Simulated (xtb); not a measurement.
C₄H₄N, doublet, from a rough starting geometry; GFN2-xTB in xtb.

The xtb input:
```
$ xtb mol.xyz --gfn 2 --uhf 1 --opt vtight --json

# file mol.xyz
9

H     -0.00440843     0.19890499     2.25406839
N     -0.04058881     0.20657822     1.17667459
C      0.03084393     1.41641016     0.45117835
C      0.00972675    -0.88176861     0.45345014
C      0.04755163     0.89537618    -0.88335129
C     -0.00462542    -0.47711457    -0.86273689
H      0.03836138    -1.91611304     0.89679388
H     -0.02419715     1.60819812    -1.77187421
H      0.00346104    -1.11320187    -1.72466594
```

Problem. What does xtb print? Leave out banner, timings and long lists.

Solution. 
```
   ID    Z sym.   atoms
    1    1 H      1, 7-9
    2    7 N      2
    3    6 C      3-6

           -------------------------------------------------
          |                Calculation Setup                |
           -------------------------------------------------

           -------------------------------------------------
          |                 G F N 2 - x T B                 |
           -------------------------------------------------

          ...................................................
          :                      SETUP                      :
          :.................................................:
          :  # basis functions                  24          :
          :  # atomic orbitals                  24          :
          :  # shells                           14          :
          :  # electrons                        25          :
          :  max. iterations                   250          :
          :  Hamiltonian                  GFN2-xTB          :
          :  restarted?                      false          :
          :  GBSA solvation                  false          :
          :  PC potential                    false          :
          :  electronic temp.          300.0000000     K    :
          :  accuracy                    1.0000000          :
          :  -> integral cutoff          0.2500000E+02      :
          :  -> integral neglect         0.1000000E-07      :
          :  -> SCF convergence          0.1000000E-05 Eh   :
          :  -> wf. convergence          0.1000000E-03 e    :
          :  Broyden damping             0.4000000          :
          :  net charge                          0          :
          :  unpaired electrons                  1          :
          ...................................................

 iter      E             dE          RMSdq      gap      omega  full diag
   1    -13.5192682 -0.135193E+02  0.422E+00    4.98       0.0  T
   2    -13.5623434 -0.430752E-01  0.295E+00    4.37       1.0  T
   3    -13.5270912  0.352522E-01  0.387E+00    4.67       1.0  T
   4    -13.5667482 -0.396570E-01  0.142E+00    4.50       1.0  T
   5    -13.5520240  0.147241E-01  0.208E+00    4.65       1.0  T
   6    -13.5717714 -0.197474E-01  0.447E-01    4.61       1.0  T
   7    -13.5728749 -0.110348E-02  0.160E-01    4.59       1.0  T
   8    -13.5727547  0.120175E-03  0.187E-01    4.58       1.0  T
   9    -13.5729075 -0.152790E-03  0.244E-02    4.59       1.4  T
  10    -13.5729009  0.657760E-05  0.470E-02    4.59       1.0  T
  11    -13.5729083 -0.732498E-05  0.571E-03    4.59       5.8  T
  12    -13.5729083 -0.226015E-07  0.301E-03    4.59      11.1  T
  13    -13.5729083 -0.744609E-08  0.295E-04    4.59     113.0  T
  14    -13.5729083 -0.434621E-10  0.236E-04    4.59     141.4  T

   *** convergence criteria satisfied after 14 iterations ***

         :::::::::::::::::::::::::::::::::::::::::::::::::::::
         ::                     SUMMARY                     ::
         :::::::::::::::::::::::::::::::::::::::::::::::::::::
         :: total energy             -13.372438424135 Eh    ::
         :: gradient norm              0.171935831196 Eh/a0 ::
         :: HOMO-LUMO gap              4.592339460788 eV    ::
         ::.................................................::
         :: SCC energy               -13.572907171739 Eh    ::
         :: -> isotropic ES            0.002395699319 Eh    ::
         :: -> anisotropic ES          0.003336089872 Eh    ::
         :: -> anisotropic XC          0.009245146025 Eh    ::
         :: -> dispersion             -0.005030174544 Eh    ::
         :: repulsion energy           0.200468747605 Eh    ::
         :: add. restraining           0.000000000000 Eh    ::
         :: total charge              -0.000000000000 e     ::
         :::::::::::::::::::::::::::::::::::::::::::::::::::::

      -----------------------------------------------------------
[...]
 * total energy  :   -13.3724384 Eh     change       -0.6826006E-10 Eh
 * total energy  :   -13.3917790 Eh     change       -0.1934058E-01 Eh
 * total energy  :   -13.3963935 Eh     change       -0.4614532E-02 Eh
 * total energy  :   -13.3971749 Eh     change       -0.7813672E-03 Eh
 * total energy  :   -13.3973727 Eh     change       -0.1978420E-03 Eh
 * total energy  :   -13.3974030 Eh     change       -0.3021351E-04 Eh
 * total energy  :   -13.3974094 Eh     change       -0.6458655E-05 Eh
 * total energy  :   -13.3974101 Eh     change       -0.6715033E-06 Eh
 * total energy  :   -13.3974103 Eh     change       -0.1905505E-06 Eh
 * total energy  :   -13.3974103 Eh     change       -0.1879548E-07 Eh
   *** GEOMETRY OPTIMIZATION CONVERGED AFTER 10 ITERATIONS ***
         :: total energy             -13.397410299964 Eh    ::
[...]
         9        2.0000           -0.4558531             -12.4044
        10        2.0000           -0.4489240             -12.2158
        11        2.0000           -0.3909896             -10.6394
        12        2.0000           -0.3668956              -9.9837
        13        1.0000           -0.3421017              -9.3091 (HOMO)
        14                         -0.1791966              -4.8762 (LUMO)
        15                         -0.1384820              -3.7683
        16                          0.0390990               1.0639
        17                          0.1378033               3.7498
        18                          0.1978343               5.3833
        19                          0.2292750               6.2389
        20                          0.2398286               6.5261
        21                          0.3101891               8.4407
        22                          0.4535156              12.3408
        23                          0.5610503              15.2670
        24                          0.6899222              18.7737
      -------------------------------------------------------------
                  HL-Gap            0.1629051 Eh            4.4329 eV
             Fermi-level           -0.3075739 Eh           -8.3695 eV

     #   Z          covCN         q      C6AA      α(0)
     1   1 H        0.860     0.159     1.345     1.816
     2   7 N        2.805    -0.069    22.577     7.057
     3   6 C        2.177    -0.045    31.779     9.118
     4   6 C        3.048    -0.018    28.410     8.742
     5   6 C        3.028    -0.056    29.350     8.886
     6   6 C        3.093    -0.060    29.374     8.883
     7   1 H        0.926     0.026     2.637     2.539
     8   1 H        0.927     0.032     2.559     2.501
     9   1 H        0.926     0.031     2.578     2.511

 Mol. C6AA /au·bohr⁶  :       1057.477066
 Mol. C8AA /au·bohr⁸  :      25691.697238
 Mol. α(0) /au        :         52.053491

Wiberg/Mayer (AO) data.
largest (>0.10) Wiberg bond orders for each atom

 ---------------------------------------------------------------------------
     #   Z sym  total        # sym  WBO       # sym  WBO       # sym  WBO
 ---------------------------------------------------------------------------
     1   1 H    0.975 --     2 N    0.946
     2   7 N    3.581 --     3 C    1.273     4 C    1.191     1 H    0.946
     3   6 C    3.169 --     5 C    1.616     2 N    1.273     4 C    0.162
     4   6 C    3.934 --     6 C    1.574     2 N    1.191     7 H    0.969
                             3 C    0.162
     5   6 C    3.965 --     3 C    1.616     6 C    1.253     8 H    0.975
     6   6 C    3.969 --     4 C    1.574     5 C    1.253     9 H    0.966
     7   1 H    0.999 --     4 C    0.969
     8   1 H    0.999 --     5 C    0.975
     9   1 H    0.999 --     6 C    0.966
 ---------------------------------------------------------------------------

Topologies differ in total number of bonds
Writing topology from bond orders to xtbtopo.mol

molecular dipole:
                 x           y           z       tot (Debye)
 q only:        0.000      -0.145       0.486
   full:        0.000      -0.285       0.683       1.880
molecular quadrupole (traceless):
                xx          xy          yy          xz          yz          zz
 q only:       -1.535      -0.004      -1.207       0.003      -0.017       2.742
  q+dip:       -4.056      -0.014      -1.942       0.002      -0.541       5.998
   full:       -2.941      -0.009      -1.936       0.003      -0.224       4.876

optimized geometry written to: xtbopt.xyz

           -------------------------------------------------
          | TOTAL ENERGY              -13.397410299964 Eh   |
          | GRADIENT NORM               0.000058939439 Eh/α |
          | HOMO-LUMO GAP               4.432873941750 eV   |
           -------------------------------------------------
```
